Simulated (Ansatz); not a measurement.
Worked example: SiH(CH3)Cl2 + C2HF2 → SiH(CH3)Cl + C2HClF2

Species: SiH(CH3)Cl2, singlet; C2HF2 `F/[C]=C\F`, doublet; SiH(CH3)Cl, doublet; C2HClF2 `F/C=C(\F)Cl`, singlet. A radical takes Cl: the energy is the difference in strength between the Si–Cl bond broken and the C–Cl bond made.

Shapes, held fixed at every level: PBE0-D4/def2-TZVP. Programs: Ansatz 0.2.0. The zero-point and thermal change to 298 K, harmonic and unscaled (PBE0-D4/def2-TZVP), is 0.0 kJ/mol.

At B2PLYP/def2-TZVPP; 1 Eh = 2625.50 kJ/mol:

```
    species   energy (Eh)
SiH(CH3)Cl2  -1250.159789
      C2HF2   -276.308404
 SiH(CH3)Cl   -789.960963
    C2HClF2   -736.481745
```

Q: Work out ΔH(298 K) of the reaction at this level.

A: 
1. Products less reactants: (-789.960963) + (-736.481745) − [(-1250.159789) + (-276.308404)] = 0.025485 Eh = +66.9 kJ/mol.
2. With the thermal change: +66.9 + (0.0) = +66.9 kJ/mol.

Other levels give +60.4 (PBE0-D4/def2-TZVPP) to +109.9 kJ/mol (HF/def2-TZVPP). No measured value is set beside it here. Spin contamination: C2HF2 (⟨S²⟩ up to 0.94). Open shells run unrestricted.
